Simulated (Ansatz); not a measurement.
Basis sets compared for Si(vinyl)3Br (C6H9BrSi). Charge 0, multiplicity 1. Geometry r2SCAN-D4/def2-SVP. Ansatz on 2 threads of AMD EPYC 7R13 on a shared host and a share (18 GiB) of an NVIDIA H100 80GB HBM3; times are rough, and most runs start from earlier orbitals.

Cartesian coordinates in Å:
```
Si -0.063 0.018 0.053
C -0.493 0.659 -1.649
C -1.611 1.313 -1.992
H 0.257 0.473 -2.436
H -2.397 1.531 -1.258
H -1.789 1.659 -3.018
C 1.512 0.824 0.653
C 1.647 1.586 1.748
H 2.408 0.646 0.036
H 0.796 1.801 2.405
H 2.611 2.024 2.033
C 0.159 -1.837 -0.006
C -0.550 -2.744 0.680
H 0.956 -2.204 -0.674
H -1.356 -2.446 1.362
H -0.356 -3.819 0.591
Br -1.733 0.516 1.471
```

Binding counts from free atoms (Si triplet, C triplet, H doublet, Br doublet) in the same basis, without a counterpoise term.

```
            level  functions  energy (Eh)  HOMO (eV)  LUMO (eV)  binding per atom (eV)  wall time
  PBE-D4/def2-SVP        179   -3096.2795      -6.57      -1.62                   4.41      4.7 s
 PBE-D4/def2-TZVP        325   -3096.9517      -6.67      -1.82                   4.38      3.7 s
 PBE0-D4/def2-SVP        179   -3096.4301      -7.71      -0.66                   4.34        8 s
PBE0-D4/def2-TZVP        325   -3097.0957      -7.75      -0.84                   4.31      4.9 s
```

(1) Estimate the rows for PBE-D4/def2-TZVPD, PBE0-D4/def2-TZVPD.

Answers

(1) 
| level | functions | energy (Eh) | HOMO (eV) | LUMO (eV) | binding per atom (eV) | wall time |
| --- | --- | --- | --- | --- | --- | --- |
| PBE-D4/def2-TZVPD | 403 | -3096.9537 | -6.70 | -1.87 | 4.38 | 2.8 s |
| PBE0-D4/def2-TZVPD | 403 | -3097.0974 | -7.77 | -0.90 | 4.31 | 3.2 s |
